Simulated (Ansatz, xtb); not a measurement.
## Ligand exchange: BrF + KOH → HOF + KBr

Species: BrF (bromine fluoride), singlet; KOH `[OH][K]`, singlet; HOF (hypofluorous acid) `OF`, singlet; KBr, singlet. The partners trade Br for OH: F–Br and K–OH bonds give way to F–OH and K–Br.

Shapes, held fixed at every level: PBE0-D4/def2-TZVP. Programs: Ansatz 0.2.0, xtb 6.7.1. The zero-point and thermal change to 298 K, harmonic and unscaled (PBE0-D4/def2-TZVP), is +3.7 kJ/mol.

| level | kind | ΔH(298 K) (kJ/mol) | less CCSD(T)/def2-TZVPP | CPU time (sum over the molecules) |
| --- | --- | --- | --- | --- |
| GFN1-xTB | semi-empirical | +76.7 | +82.8 | 0.13 s |
| SPW92/def2-TZVPP | LDA | +11.0 | +17.1 | 3.6 s |
| r2SCAN-D4/def2-TZVPP | meta-GGA | -6.9 | -0.8 | 13 s |
| PBE0-D4/def2-TZVPP | global hybrid | -7.7 | -1.6 | 6.8 s |
| wB97X-V/def2-TZVPP | range-separated hybrid | -4.2 | +1.9 | 23 s |
| MP2/def2-SVP | perturbation theory | -33.9 | -27.8 | – |
| CCSD(T)/def2-SVP | coupled cluster or CI | -41.8 | -35.7 | 3.6 s |
| CCSD/def2-TZVPP | coupled cluster or CI | -7.0 | -0.9 | – |
| CCSD(T)/def2-TZVPP | coupled cluster or CI | -6.1 | 0.0 | 12 s |

The highest level, CCSD(T)/def2-TZVPP, gives ΔH(298 K) = -6.1 kJ/mol; the levels span -41.8 to +76.7. They disagree on the sign: 2 of 9 are positive. GFN1-xTB strays far from the other rows. The column of differences is taken from that level and isn't an error. No measured value is set beside it here. Relativity is left out for Br. Outer-core shells of Br, K are correlated, in sets that cover them unevenly. Times are processor times on shared x86 and Arm servers, and rough.
